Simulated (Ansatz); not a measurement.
Gas-phase electronic energies from Ansatz, PBE0-D4/def2-TZVP geometries. CBS: MP2 limit from def2 TZ/QZ plus the TZ coupled-cluster correction, frozen cores. Functionals use def2-TZVPP. B3LYP here is the variant with VWN-RPA as its local correlation; programs differ in this. One conformer a species, not always the lowest.

Reaction (formal exchange of groups at the Si–O bond): `C[NH][AlH][O][SiH3]` + `[AlH2][S][SiH3]` → `[SiH3][AlH][S][SiH3]` + `C[NH][AlH][OH]`

| level | ΔE (kcal/mol) | difference from CCSD(T)/CBS |
| --- | --- | --- |
| r2SCAN-D4 | 23.3 | -1.2 |
| PBE0-D4 | 20.3 | -4.2 |
| ωB97M-V | 25.7 | 1.2 |
| B2PLYP | 26.3 | 1.8 |
| PBE | 18.4 | -6.1 |
| r2SCAN | 23.4 | -1.1 |
| B3LYP | 25.6 | 1.1 |
| HF/def2-TZVPP | 32.9 | 8.4 |
| SCS-MP2/def2-TZVPP | 28.0 | 3.5 |
| CCSD/def2-TZVPP | 25.8 | 1.3 |
| CCSD(T)/def2-TZVPP | 24.6 | 0.1 |
| HF/def2-QZVPP | 33.6 | 9.1 |
| MP2/def2-QZVPP | 26.7 | 2.2 |
| SCS-MP2/def2-QZVPP | 28.1 | 3.6 |
| HF/CBS(def2) | 33.7 | 9.2 |
| CCSD/CBS(def2) | 25.7 | 1.2 |
| CCSD(T)/CBS | 24.5 | 0 |

Largest T1 diagnostic among the species: 0.013.

In def2-TZVPP, CCSD(T) changes the Hartree–Fock value by −8.3 kcal/mol (the triples alone add −1.2 kcal/mol) and MP2 by −6.4 kcal/mol. From PBE to PBE0 (25 % exact exchange), in def2-TZVPP and without D4, ΔE moves by +2.4 kcal/mol.
